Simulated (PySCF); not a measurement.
F₄H₂OSi₂, SMILES F[Si](O[SiH2]F)(F)F. Atoms are numbered in the order given.

```xyz
9

Si     1.8531     0.5330     0.8056
F      2.4477    -0.9535     0.5951
O      0.4056     0.6220     0.0081
Si    -1.0260    -0.0081    -0.3785
F     -2.1271     1.1400    -0.4385
F     -1.4847    -1.0863     0.7023
F     -0.9721    -0.7198    -1.8013
H      1.6287     0.7415     2.2544
H      2.7727     1.5095     0.1836
```

The structure is a stationary point at PBE0-D3(BJ)/def2-SVP. Other conformers were not sampled.

All values below come from PBE0/pcSseg-1 in PySCF.

GIAO shieldings, no solvent; atoms listed in one row are averaged. δ = σ(ref) − σ: ²⁹Si against TMS (σ = 352.7 ppm); ¹⁹F against CFCl3 (σ = 167.2 ppm); ¹⁷O against H2O (σ = 334.2 ppm); ¹H against TMS (σ = 31.56 ppm), references at their B3LYP-D3(BJ)/def2-TZVP geometries, non-relativistic.

```tsv
nucleus	atoms	count	δ (ppm)
²⁹Si	Si1	1	-24.5
²⁹Si	Si4	1	-103.3
¹⁹F	F2	1	-166.6
¹⁹F	F5, F6, F7	3	-168.3
¹⁷O	O3	1	75.7
¹H	H8	1	5.35
¹H	H9	1	5.23
```
